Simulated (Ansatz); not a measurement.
`[AlH2][InH][Cl]` + CH₃NH₂ → `C[NH][AlH2]` + `[Cl][InH2]` at 500 K and 1 bar (cleavage of the Al–In bond).

Isolated molecules relaxed with PBE0-D4/def2-TZVP in Ansatz; ΔE leaves out vibrations. CCSD(T)/CBS adds triple-zeta CCSD(T) − MP2 to the extrapolated MP2 energy (def2 sets, frozen cores). Elements past krypton have def2 core potentials. For In outer-core shells are correlated without core-valence functions, which leaves a few kJ/mol of doubt a bond.

```csv
species,CCSD(T)/CBS energy (Eh),H − E (kJ/mol),S (J/(mol·K))
`[AlH2][InH][Cl]`,-893.43813,92.5,402.5
CH₃NH₂,-95.75281,191.8,270.3
`C[NH][AlH2]`,-338.38977,213.6,341.5
`[Cl][InH2]`,-650.81839,58.5,307.0
```

H − E and S are ideal-gas, rigid-rotor, harmonic terms from PBE0-D4/def2-TZVP. 1 Eh = 2625.50 kJ/mol, R = 8.31446 J/(mol·K).

Question: By hand: ΔE, ΔH, ΔS and ΔG.

Answer: ΔE = (-338.38977) + (-650.81839) − (-893.43813) − (-95.75281) = -0.01722 Eh = -45.2 kJ/mol. Δ(H − E) = 213.6 + 58.5 − 92.5 − 191.8 = -12.2, so ΔH = -57.4 kJ/mol. ΔS = 341.5 + 307.0 − 402.5 − 270.3 = -24.3 J/(mol·K). ΔG = -57.4 − 500 × (-24.3)/1000 = -45.2 kJ/mol.

Question: By hand: the equilibrium constant, and the temperature at which ΔG would vanish if ΔH and ΔS stayed fixed.

Answer: log₁₀ K = −ΔG/(RT ln 10) = 4.7. ΔG = 0 at ΔH/ΔS = 2362 K.

ΔH outweighs TΔS. A doubt of 5 kJ/mol in ΔE shifts log₁₀ K by 0.5 here. Modes under 60 cm⁻¹, often nearly free rotors, make the harmonic entropy too high. These are equilibria of isolated gas molecules and say nothing of rates. Largest T1 diagnostic: 0.014 (customary marks: 0.02 for closed shells, 0.045 for open ones).
